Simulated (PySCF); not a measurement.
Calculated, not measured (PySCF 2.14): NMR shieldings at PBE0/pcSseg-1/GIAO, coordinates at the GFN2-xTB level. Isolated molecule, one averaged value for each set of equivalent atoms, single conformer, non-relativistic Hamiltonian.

Referencing at the same level of theory: TMS for ¹H, ¹³C. Shifts are as computed. Against solution values, carbons near 30 ppm lie about +3 ppm off and those near 130 ppm about +5 ppm. Of 1309 compounds with measured shifts, 239 miss one by over three times the rms of a fit or turn the order of signals round; such compounds aren't used in these exercises. OH and NH positions are gas-phase values without hydrogen bonding to other molecules.

Question: Order these molecules by the shift of their most deshielded carbon, lowest δ first.
A. N#CC1(F)C[SiH2]C1
B. C#C/C=C/[Si@H](N)F
C. C#C[Si@@H]1C=C(/C=N/C)[SiH2]O1
D. C#C/C=C\[Si@@H](N)F

Answer: A (124.9 ppm, nitrile carbon), B (149.8 ppm, alkene CH), D (155.8 ppm, alkene CH), C (174.7 ppm, fully substituted alkene carbon).

Question: Order these molecules by the shift of their most deshielded carbon-bound hydrogen, lowest δ first.
A. C#C[Si@@H]1C=C(/C=N/C)[SiH2]O1
B. C#C/C=C\[Si@@H](N)F
C. C/C([SiH3])=C(\F)C#N

Answer: C (2.17 ppm, hydrogen on an allylic methyl carbon), B (6.70 ppm, hydrogen on an alkene CH), A (8.51 ppm, hydrogen on a C=N carbon).

Question: How many ¹³C and ¹H signals does each give (equivalence by symmetry and fast rotation, but not about amide C–N or C=N bonds)? `C/C([SiH3])=C(\F)C#N`, `N#CC1(F)C[SiH2]C1`, `C#C/C=C/[Si@H](N)F`, `C#C[Si@@H]1C=C(/C=N/C)[SiH2]O1`, `C#C/C=C\[Si@@H](N)F`

Answer: C/C([SiH3])=C(\F)C#N: 4 C, 2 H; N#CC1(F)C[SiH2]C1: 3 C, 4 H; C#C/C=C/[Si@H](N)F: 4 C, 5 H; C#C[Si@@H]1C=C(/C=N/C)[SiH2]O1: 6 C, 7 H; C#C/C=C\[Si@@H](N)F: 4 C, 5 H.
